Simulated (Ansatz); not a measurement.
```yaml
crystal:
  periodic: [false, false, false]
  atoms:
    - {symbol: N, position_ang: [-0.699732, 0.648490, 0.752521]}
    - {symbol: Nb, position_ang: [0.471959, -0.391793, -0.421135]}
    - {symbol: F, position_ang: [1.818153, -1.090128, 0.785220]}
    - {symbol: S, position_ang: [-0.722957, -1.969709, -1.149219]}
    - {symbol: Cl, position_ang: [1.430735, 0.842790, -2.034672]}
    - {symbol: H, position_ang: [-1.725878, 0.462662, 0.773598]}
    - {symbol: H, position_ang: [-0.427756, 1.443895, 1.260931]}
basis:
  gaussian: {orbitals: def2-SVP, fitting: {mean_field: cc-pVTZ-jkfit}}
hamiltonian: {xc: {name: SVWN5}}
output: {forces: true}
```

```sh
$ ansatz run in.yaml --threads 4 --pin off --events-out ev --progress --plain --max-ram 10444MiB
```

Q: How does Ansatz answer? (Best estimate.)

A: Ansatz gave: The input was rejected before any iteration.
```
Functional definition: SVWN5
Error: <dir> the basis set cc-pVTZ-JKFIT has no functions for Nb
```
